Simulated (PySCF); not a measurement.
Electronic structure of Tc (technetium, neutral) at the UHF level

Configuration: [Kr] 4d7, high-spin 4F determinant (an excited configuration). All numbers are calculated (PySCF 2.14, scalar relativity by spin-free X2C-1e, in ANO-RCC-VTZP).

```json
{
 "Total energy": "-4282.791101 hartree",
 "One-electron energy": "-5914.2054 hartree",
 "Hartree (Coulomb) energy": "1759.0911 hartree",
 "Exchange energy": "-127.6768 hartree",
 "⟨S²⟩": "3.7618",
 "⟨L²⟩": "12.062",
 "Sum of ⟨r⟩": "31.12 bohr",
 "Sum of ⟨r²⟩": "48.60 bohr²",
 "Langevin diamagnetic susceptibility": "-38.5 ×10⁻⁶ cm³/mol"
}
```

| shell | electrons | mean orbital energy (hartree) | spread (hartree) | rms radius, mean of both spins (bohr) |
| --- | --- | --- | --- | --- |
| 1s β | 1 | -777.29135 | 0 | 0.0394 |
| 1s α | 1 | -777.28991 | 0 | 0.0394 |
| 2s α | 1 | -113.55613 | 0 | 0.162 |
| 2s β | 1 | -113.53574 | 0 | 0.162 |
| 2p α | 3 | -101.40618 | 0 | 0.144 |
| 2p β | 3 | -101.38629 | 0 | 0.144 |
| 3s α | 1 | -20.81107 | 0 | 0.442 |
| 3s β | 1 | -20.80122 | 0 | 0.442 |
| 3p α | 3 | -16.70771 | 0 | 0.446 |
| 3p β | 3 | -16.69516 | 0 | 0.446 |
| 3d α | 5 | -10.06396 | 0.00781 | 0.435 |
| 3d β | 5 | -10.03292 | 0.02699 | 0.435 |
| 4s α | 1 | -3.13500 | 0 | 1.14 |
| 4s β | 1 | -2.99414 | 0 | 1.14 |
| 4p α | 3 | -1.95005 | 0 | 1.28 |
| 4p β | 3 | -1.76016 | 0 | 1.28 |
| 4d α | 5 | -0.27498 | 0.03426 | 2.15 |
| 4d β | 2 | -0.19312 | 0 | 2.15 |

Densities and radii are taken from the X2C orbitals without a picture-change correction, which distorts them close to the nucleus.

Spin-orbit constants ζ (cm⁻¹) from the X2C one-electron operator on these orbitals: bare nucleus, nucleus screened by l(l+1)(2l+1)/3 electrons, and screened by the Breit-Pauli mean field of the electrons.

```
shell    bare  screened nucleus  mean field
   2p  643300            613400         n/a
   3p  108800            103800         n/a
   3d   15490             11890         n/a
   4p   14300             13640         n/a
   4d   981.5             753.3         n/a
```

To first order the Landé constant is A = -251.1 cm⁻¹, so the lowest level has J = 9/2 and lies 0.140 eV below the centre of the term. This holds in LS coupling only.
